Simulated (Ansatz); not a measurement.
Input file for Ansatz (an electronic-structure program): U-PBE/def2-TZVPP on F (SMILES [F]).

Ansatz 0.2 input:
```yaml
crystal:
  periodic: [false, false, false]
  atoms:
    - {symbol: F, position_ang: [0.00000000, 0.00000000, 0.00000000]}
basis:
  gaussian:
    orbitals: def2-TZVPP
hamiltonian:
  xc: {name: PBE}
magnetization: {spin_polarized: true, initial_magnetization: 1}
```

Predict the final total energy.

-99.6691 hartree.
